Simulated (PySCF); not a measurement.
Species: Al(H2S)F3.
SMILES: `[F][Al]([F])([F])<-[SH2]`

The closed-shell ground state was solved at several levels (PySCF, density fitting, gas phase, non-relativistic). Isolated species at its PBE0-D3(BJ)/def2-SVP geometry, gas phase.

```json
{"level": "B3LYP/def2-SVPD", "basis functions": "136", "total energy (Eh)": "-941.2371", "HOMO (eV)": "-9.84", "LUMO (eV)": "-1.34", "gap (eV)": "8.50", "dipole (D)": "4.77"}
{"level": "B3LYP/pcSseg-1 (pcSseg-2 on Al)", "basis functions": "128", "total energy (Eh)": "-941.6354", "HOMO (eV)": "-9.73", "LUMO (eV)": "-1.19", "gap (eV)": "8.54", "dipole (D)": "4.78"}
{"level": "PBE0/pcSseg-1 (pcSseg-2 on Al)", "basis functions": "128", "total energy (Eh)": "-941.0466", "HOMO (eV)": "-10.02", "LUMO (eV)": "-0.92", "gap (eV)": "9.10", "dipole (D)": "4.81"}
```

Estimate the row for PBE/pcSseg-1 (pcSseg-2 on Al), a basis of 128 functions; the other rows only guide the guess.

Total energy -940.9975 Eh, HOMO -8.43 eV, LUMO -1.91 eV, gap 6.52 eV, dipole 4.74 D.

Over all these levels, which gives the widest orbital gap and which the narrowest?

PBE0/pcSseg-1 (pcSseg-2 on Al) (global hybrid, 25 % exact exchange) has the widest, 9.10 eV, and PBE/pcSseg-1 (pcSseg-2 on Al) (GGA) the narrowest, 6.52 eV. The two share the basis. From the narrowest to the widest the HOMO moves by -1.59 eV and the LUMO by +0.99 eV.

In the pcSseg-1 (pcSseg-2 on Al) basis, how does the gap go with the fixed share of exact exchange?

PBE (0 %) 6.52 eV; B3LYP (20 %) 8.54 eV; PBE0 (25 %) 9.10 eV. Each rise in the share widens the gap here.

How far do the dipole and the HOMO energy spread over the levels?

The dipole runs from 4.74 to 4.81 D (mean 4.78 D) and the HOMO from -10.02 to -8.43 eV.
